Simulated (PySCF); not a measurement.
# Electron correlation in Br²⁺ (bromine, charge +2)

[Ar] 3d10 4s1 4p4, high-spin 4P determinant (an excited configuration). Computed with PySCF 2.14 in x2c-TZVPPall, with the spin-free X2C one-electron Hamiltonian (Gaussian nucleus). Frozen: [Ne]; 23 electrons correlated.

```json
{"level": "CCSD", "correlation energy (mhartree)": "-273.60"}
{"level": "(T)", "correlation energy (mhartree)": "-10.98"}
{"level": "CCSD(T)", "correlation energy (mhartree)": "-284.58"}
```

Diagnostics: T1 = 0.0060, D1 = 0.0274, largest double amplitude 0.197.

A double-excitation amplitude exceeds 0.15, a sign of near-degeneracy.

Cost of the coupled-cluster step: of the order of 8 core-seconds, for 23 correlated electrons.

Iterations:

```
CC2 = 0
CCSD nocc = (np.int64(13), np.int64(10)), nmo = (43, 43)
frozen orbitals [[0, 1, 2, 3, 4], [0, 1, 2, 3, 4]]
max_cycle = 100
direct = 0
conv_tol = 1e-08
conv_tol_normt = 1e-06
diis_space = 8
diis_start_cycle = 0
Init t2, MP2 energy = -0.257150379574129
Init E_corr(UCCSD) = -0.257150379579462
cycle = 1  E_corr(UCCSD) = -0.25636445471325  dE = 0.000785924866  norm(t1,t2) = 0.0750507
cycle = 2  E_corr(UCCSD) = -0.266302467914205  dE = -0.0099380132  norm(t1,t2) = 0.0432745
cycle = 3  E_corr(UCCSD) = -0.271592308993094  dE = -0.00528984108  norm(t1,t2) = 0.0278099
cycle = 4  E_corr(UCCSD) = -0.273824629288803  dE = -0.0022323203  norm(t1,t2) = 0.00558171
cycle = 5  E_corr(UCCSD) = -0.27353429991647  dE = 0.000290329372  norm(t1,t2) = 0.00158058
cycle = 6  E_corr(UCCSD) = -0.273620896311766  dE = -8.65963953e-05  norm(t1,t2) = 0.000641848
cycle = 7  E_corr(UCCSD) = -0.273582953956995  dE = 3.79423548e-05  norm(t1,t2) = 0.000307038
cycle = 8  E_corr(UCCSD) = -0.27359181176953  dE = -8.85781254e-06  norm(t1,t2) = 0.00013488
cycle = 9  E_corr(UCCSD) = -0.273596557141596  dE = -4.74537207e-06  norm(t1,t2) = 5.57086e-05
cycle = 10  E_corr(UCCSD) = -0.27359735947136  dE = -8.02329764e-07  norm(t1,t2) = 7.80651e-05
cycle = 11  E_corr(UCCSD) = -0.27359720441382  dE = 1.5505754e-07  norm(t1,t2) = 1.29897e-05
cycle = 12  E_corr(UCCSD) = -0.273596858474764  dE = 3.45939056e-07  norm(t1,t2) = 2.84236e-06
cycle = 13  E_corr(UCCSD) = -0.273596998395052  dE = -1.39920288e-07  norm(t1,t2) = 1.04737e-06
cycle = 14  E_corr(UCCSD) = -0.273596935447076  dE = 6.29479762e-08  norm(t1,t2) = 3.00055e-07
cycle = 15  E_corr(UCCSD) = -0.273596955024393  dE = -1.95773175e-08  norm(t1,t2) = 8.25029e-08
cycle = 16  E_corr(UCCSD) = -0.273596951513259  dE = 3.51113433e-09  norm(t1,t2) = 2.89583e-08
UCCSD converged
E(UCCSD) = -2603.066712425593  E_corr = -0.2735969515132589
UCCSD(T) correction = -0.0109777159230133
```

This basis was not built for core-valence correlation, so the inner-shell part is incomplete.
